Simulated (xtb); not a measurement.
C4H14OSi2, septet, at the geometry of the source list (a higher spin typed on purpose: for a closed-shell molecule this is an excited state); GFN0-xTB (xtb).

xtb was given this input:
```
$ xtb mol.xyz --gfn 0 --chrg 0 --uhf 6 --json

# file mol.xyz
21

C      2.13880000     1.46220000     0.17930000
Si     1.57910000    -0.27440000     0.70930000
C      2.23490000    -1.57560000    -0.50940000
O     -0.04460000    -0.33670000     0.74100000
Si    -1.64560000    -0.09750000     0.59540000
C     -1.97350000     1.68780000     0.03410000
C     -2.35230000    -1.32390000    -0.67140000
H      1.82950000     1.68750000    -0.83960000
H      1.71240000     2.22530000     0.82620000
H      3.22120000     1.56050000     0.22250000
H      1.97970000    -0.57490000     2.08930000
H      1.83420000    -2.56060000    -0.29000000
H      3.31610000    -1.64040000    -0.45110000
H      1.97630000    -1.33760000    -1.53730000
H     -2.17270000    -0.34700000     1.94270000
H     -1.57060000     1.87410000    -0.95960000
H     -3.03900000     1.90400000     0.00150000
H     -1.51280000     2.40230000     0.71230000
H     -2.07800000    -2.34590000    -0.42810000
H     -1.99760000    -1.11950000    -1.67760000
H     -3.43550000    -1.26990000    -0.68950000
```

Problem. What does xtb print? Leave out banner, timings and long lists.

Solution. 
```
   ID    Z sym.   atoms
    1    6 C      1, 3, 6, 7
    2   14 Si     2, 5
    3    8 O      4
    4    1 H      8-21

           -------------------------------------------------
          |                Calculation Setup                |
           -------------------------------------------------

           -------------------------------------------------
          |                 G F N 0 - x T B                 |
           -------------------------------------------------

          ...................................................
          :                      SETUP                      :
          :.................................................:
          :  # basis functions                  68          :
          :  # atomic orbitals                  66          :
          :  # shells                           44          :
          :  # electrons                        44          :
          :  electronic temp.          300.0000000     K    :
          :  accuracy                    1.0000000          :
          :  -> integral cutoff          0.2500000E+02      :
          :  -> integral neglect         0.1000000E-07      :
          ...................................................

         :::::::::::::::::::::::::::::::::::::::::::::::::::::
         ::                     SUMMARY                     ::
         :::::::::::::::::::::::::::::::::::::::::::::::::::::
         :: total energy             -22.476678033601 Eh    ::
         :: gradient norm              0.147504285863 Eh/a0 ::
         :: HOMO-LUMO gap              0.383563845704 eV    ::
         ::.................................................::
         :: H0 energy                -22.624616018477 Eh    ::
         :: repulsion energy           0.332780390548 Eh    ::
         :: electrostat energy        -0.177837937279 Eh    ::
         :: -> Gsolv                   0.000000000000 Eh    ::
         ::    -> Gsasa                0.000000000000 Eh    ::
         ::    -> Gshift               0.000000000000 Eh    ::
         :: dispersion energy         -0.007004468393 Eh    ::
         :: short-range corr.         -0.000000000000 Eh    ::
         :: add. restraining           0.000000000000 Eh    ::
         :: total charge               0.000000000000 e     ::
         :::::::::::::::::::::::::::::::::::::::::::::::::::::

           -------------------------------------------------
          |                Property Printout                |
           -------------------------------------------------

    * Orbital Energies and Occupations

         #    Occupation            Energy/Eh            Energy/eV
      -------------------------------------------------------------
         1        2.0000           -0.6788335             -18.4720
       ...           ...                  ...                  ...
        13        2.0000           -0.5245293             -14.2732
        14        2.0000           -0.5244274             -14.2704
        15        2.0000           -0.5234114             -14.2428
        16        2.0000           -0.4740084             -12.8984
        17        2.0000           -0.4674034             -12.7187
        18        2.0000           -0.4571842             -12.4406
        19        1.9997           -0.4537411             -12.3469
        20        1.0003           -0.4385361             -11.9332
        21        1.0000           -0.4316214             -11.7450
        22        1.0000           -0.4244177             -11.5490
        23        1.0000           -0.2229975              -6.0681
        24        1.0000           -0.2024481              -5.5089
        25        0.9994           -0.1976790              -5.3791 (HOMO)
        26        0.0006           -0.1835833              -4.9956 (LUMO)
        27        0.0000           -0.1809215              -4.9231
        28        0.0000           -0.1761680              -4.7938
[...]
                  HL-Gap            0.0140957 Eh            0.3836 eV
             Fermi-level            0.0000000 Eh            0.0000 eV

     #   Z          covCN         q      C6AA      α(0)
     1   6 C        3.649    -0.670    42.526     9.471
     2  14 Si       3.475     0.725   133.469    21.640
     3   6 C        3.650    -0.669    42.509     9.468
     4   8 O        1.539    -0.686    27.228     7.052
     5  14 Si       3.475     0.725   133.470    21.640
     6   6 C        3.649    -0.670    42.526     9.471
     7   6 C        3.650    -0.669    42.511     9.468
     8   1 H        0.925     0.180     1.204     1.716
     9   1 H        0.925     0.179     1.212     1.722
    10   1 H        0.925     0.163     1.304     1.786
    11   1 H        0.917    -0.093     5.335     3.613
    12   1 H        0.925     0.184     1.186     1.703
    13   1 H        0.925     0.163     1.308     1.788
    14   1 H        0.925     0.182     1.197     1.711
    15   1 H        0.917    -0.093     5.335     3.613
    16   1 H        0.925     0.180     1.204     1.716
    17   1 H        0.925     0.163     1.304     1.786
    18   1 H        0.925     0.179     1.212     1.722
    19   1 H        0.925     0.184     1.186     1.703
    20   1 H        0.925     0.182     1.196     1.711
    21   1 H        0.925     0.163     1.308     1.788

 Mol. C6AA /au·bohr⁶  :       5163.086056
 Mol. C8AA /au·bohr⁸  :     174915.553924
 Mol. α(0) /au        :        116.287697

Wiberg/Mayer (AO) data.
largest (>0.10) Wiberg bond orders for each atom

 ---------------------------------------------------------------------------
     #   Z sym  total        # sym  WBO       # sym  WBO       # sym  WBO
 ---------------------------------------------------------------------------
     1   6 C    3.796 --     8 H    0.958    10 H    0.956     9 H    0.956
                             2 Si   0.629     4 O    0.115
     2  14 Si   4.351 --     4 O    1.069    11 H    0.805     5 Si   0.739
                             1 C    0.629     3 C    0.618
     3   6 C    3.789 --    14 H    0.958    12 H    0.956    13 H    0.955
                             2 Si   0.618     4 O    0.111
     4   8 O    2.750 --     2 Si   1.069     5 Si   1.069     1 C    0.115
                             6 C    0.115     3 C    0.111     7 C    0.111
     5  14 Si   4.351 --     4 O    1.069    15 H    0.805     2 Si   0.739
                             6 C    0.629     7 C    0.618
     6   6 C    3.796 --    16 H    0.958    17 H    0.956    18 H    0.956
                             5 Si   0.629     4 O    0.115
     7   6 C    3.789 --    20 H    0.958    19 H    0.956    21 H    0.955
                             5 Si   0.618     4 O    0.111
     8   1 H    1.021 --     1 C    0.958
     9   1 H    1.031 --     1 C    0.956
    10   1 H    1.009 --     1 C    0.956
    11   1 H    0.954 --     2 Si   0.805
    12   1 H    1.030 --     3 C    0.956
    13   1 H    1.001 --     3 C    0.955
    14   1 H    1.021 --     3 C    0.958
    15   1 H    0.954 --     5 Si   0.805
    16   1 H    1.021 --     6 C    0.958
    17   1 H    1.009 --     6 C    0.956
    18   1 H    1.030 --     6 C    0.956
    19   1 H    1.030 --     7 C    0.956
    20   1 H    1.021 --     7 C    0.958
    21   1 H    1.001 --     7 C    0.955
 ---------------------------------------------------------------------------

Topologies differ in total number of bonds
Writing topology from bond orders to xtbtopo.mol

 dipole moment from electron density (au)
     X       Y       Z
   0.0888   0.4080  -1.8656  total (Debye):    4.859

           -------------------------------------------------
          | TOTAL ENERGY              -22.476678033601 Eh   |
          | GRADIENT NORM               0.147504285863 Eh/α |
          | HOMO-LUMO GAP               0.383563845704 eV   |
           -------------------------------------------------

normal termination of xtb
```
